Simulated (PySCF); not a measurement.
This PySCF input asks for the NMR shieldings of `InChI=1S/C7H13BO2/c9-8(10)7-5-3-1-2-4-6-7/h1-2,7,9-10H,3-6H2`; the geometry comes from GFN2-xTB.

```python
import basis_set_exchange as bse
import numpy as np
from pyscf import gto, dft
from pyscf.prop import nmr

atoms = """
O     3.354128   -0.781787    0.065614
B     2.127441   -0.393604    0.516052
O     1.899063   -0.475382    1.841814
C     0.955522    0.115234   -0.466354
C     0.218860    1.323674    0.127957
C    -1.098616    1.663783   -0.569858
C    -2.248310    0.815574   -0.110485
C    -2.198215   -0.438814    0.310318
C    -0.993024   -1.331048    0.349747
C    -0.008057   -1.045282   -0.783562
H     3.501920   -0.715718   -0.875888
H     2.645093   -0.804719    2.345333
H     1.391170    0.427901   -1.425648
H     0.888012    2.185995    0.070214
H     0.017742    1.139632    1.182913
H    -0.979472    1.582670   -1.655244
H    -1.347164    2.707416   -0.357819
H    -3.208246    1.317556   -0.113917
H    -3.116966   -0.903165    0.647807
H    -0.476777   -1.230911    1.308139
H    -1.336314   -2.366350    0.274696
H    -0.575440   -0.821629   -1.689463
H     0.582898   -1.944042   -0.982288
"""
names = dict.fromkeys(["O", "B", "C", "H"], "pcSseg-1")
basis = {el: gto.basis.parse(bse.get_basis(n, elements=[el], fmt="nwchem")) for el, n in names.items()}
mol = gto.M(atom=atoms, basis=basis, charge=0, verbose=0)
mf = dft.RKS(mol, xc="PBE0")
mf.grids.level = 2
mf.grids.alignment = dft.numint.BLKSIZE   # the property module wants whole blocks of grid points
mf.conv_tol = 1e-9
mf.kernel()

calc = nmr.RKS(mf)   # GIAO
C = mf.mo_coeff
Co = C[:, mf.mo_occ > 0]
resp = mf.gen_response(singlet=True, hermi=2)
def vind(x):   # induced exchange potential for any number of trial vectors
    d = np.einsum("pi,xij,qj->xpq", C, 2 * x.reshape(-1, C.shape[1], Co.shape[1]), Co, optimize=True)
    return np.einsum("xpq,pi,qj->xij", resp(d - d.transpose(0, 2, 1)), C, Co, optimize=True).ravel()
mo1, _ = nmr.rhf.solve_mo1(calc, with_cphf=vind)
sigma = calc.kernel(mo1)
for i, s in enumerate(sigma):   # ppm
    w = np.linalg.eigvalsh((s + s.T) / 2)
    print("%2d %-2s iso %8.1f  s11 %8.1f  s22 %8.1f  s33 %8.1f" % (i, mol.atom_pure_symbol(i), w.mean(), *w))
```

Question: Give the expected output.

Answer: 
```
 0 O  iso    208.2  s11    105.2  s22    248.3  s33    271.2
 1 B  iso     70.6  s11     49.9  s22     68.8  s33     93.0
 2 O  iso    219.2  s11    122.6  s22    253.8  s33    281.3
 3 C  iso    154.9  s11    141.8  s22    159.0  s33    164.0
 4 C  iso    155.8  s11    142.5  s22    157.3  s33    167.7
 5 C  iso    155.3  s11    145.5  s22    153.1  s33    167.3
 6 C  iso     47.5  s11    -62.3  s22     54.2  s33    150.7
 7 C  iso     46.3  s11    -63.7  s22     52.3  s33    150.2
 8 C  iso    158.5  s11    151.6  s22    153.7  s33    170.1
 9 C  iso    155.4  s11    141.6  s22    156.1  s33    168.6
10 H  iso     27.8  s11     21.7  s22     25.1  s33     36.5
11 H  iso     27.6  s11     21.6  s22     22.8  s33     38.5
12 H  iso     30.8  s11     27.4  s22     28.6  s33     36.4
13 H  iso     30.1  s11     23.9  s22     29.7  s33     36.6
14 H  iso     29.5  s11     25.9  s22     29.7  s33     32.9
15 H  iso     29.5  s11     26.3  s22     27.6  s33     34.5
16 H  iso     29.5  s11     23.9  s22     28.2  s33     36.4
17 H  iso     25.7  s11     23.1  s22     26.5  s33     27.4
18 H  iso     25.7  s11     23.1  s22     26.5  s33     27.4
19 H  iso     28.8  s11     24.3  s22     29.0  s33     33.0
20 H  iso     29.7  s11     24.1  s22     28.4  s33     36.6
21 H  iso     29.6  s11     26.8  s22     27.7  s33     34.3
22 H  iso     30.1  s11     24.6  s22     29.4  s33     36.2
```

These numbers come from an equivalent density-fitted implementation of the same equations, which agrees with the script to about 0.01 ppm for H and up to a few tenths of a ppm for heavy atoms, so last digits may differ.

Size and cost of the density-fitted run: 235 basis functions, 99 s wall time on 1 thread of an Arm Neoverse N1, shared host; peak memory 1.1 GiB.
